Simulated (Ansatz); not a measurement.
## triplet Ti: levels of theory in one basis

A single Ti atom.

Basis set: def2-SVP (spherical functions). Left uncorrelated: 5 orbitals. Correlation on ROHF uses semicanonical orbitals with singles. Charge 0, multiplicity 3.

Computed with Ansatz (development build ahead of 0.2.0); each method stands on the lowest determinant of its kind that the runs found.

| method | E − E(ROHF) (eV) | <S²> of the determinant |
| --- | --- | --- |
| ROHF | 0.00 | 2.00 |
| UHF | -0.08 | 2.01 |
| ROHF-MP2 | -4.68 | – |
| UHF-MP2 | -4.65 | 2.01 |
| ROHF-CCSD | -5.36 | – |
| UHF-CCSD | -5.36 | 2.01 |

Question: What does ROHF-CCSD(T) give on the same scale?

Answer: -5.48 eV.

Question: Is a single determinant a sound starting point here?

Answer: By this sign, yes. Unrestricted orbitals gain 0.08 eV and <S²> is 2.01 against 2.00 for a pure state.
